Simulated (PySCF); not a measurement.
# How good is the calculation?

Numbering as in the mapped SMILES `[CH3:1][O:2][C:3](=[O:4])[C:5]([CH3:6])([CH3:7])[CH3:8]`; H(Xn) means a hydrogen on atom n.

The experiment to reproduce: δ 13C C5 38.7; C6/C7/C8 27.3; δ 1H H(C6)/H(C7)/H(C8) 1.20 ppm (measured; solution, not stated per compound (mostly CDCl3 or CCl4); Pretsch, Buehlmann, Badertscher, Structure Determination of Organic Compounds, 4th ed. (2009)).

PySCF 2.14.0 with density-fitted response routines calculation with GIAO PBE0/pcSseg-1 shieldings and geometry from PBE0-D3(BJ)/def2-SVP; one computed conformer, relativity neglected, no solvent, fast rotation and ring inversion assumed for equivalent nuclei.

Question: What does the calculation give, and how does it compare?

Answer: 
Reference values: measured (solution, not stated per compound (mostly CDCl3 or CCl4); Pretsch, Buehlmann, Badertscher, Structure Determination of Organic Compounds, 4th ed. (2009)).
| atoms | quantity | reference | computed | computed, scaled |
| --- | --- | --- | --- | --- |
| C5 | δ 13C | 38.7 | 38.9 | 36.9 |
| C6/C7/C8 | δ 13C | 27.3 | 28.7 | 27.1 |
| H(C6)/H(C7)/H(C8) | δ 1H | 1.20 | 1.14 | 1.29 |

Computed shifts are σ(ref) − σ with the named reference compound (TMS for H and C) calculated as an isolated molecule at the same level. The measured values may be among those fitted. Empirical linear scaling, fitted to shifts measured mostly in CDCl3 for H and C (δ vs TMS): 13C (scatter 1.9 ppm rms, 2.3 ppm with the 23 outliers that the fit left out); 1H (scatter 0.21 ppm rms, 0.22 ppm with the 3 outliers that the fit left out). Occasional misses reach two or three times the rms, and more in compound classes unlike the fitted ones.

Question: How far are the unscaled 13C shifts from the references?

Answer: Mean signed difference +0.80 ppm, mean absolute 0.80 ppm over 2 comparisons; the largest is +1.4 ppm at C6/C7/C8 (methyl carbon).

3 of the 6 published NMR values on file for this molecule are compared.
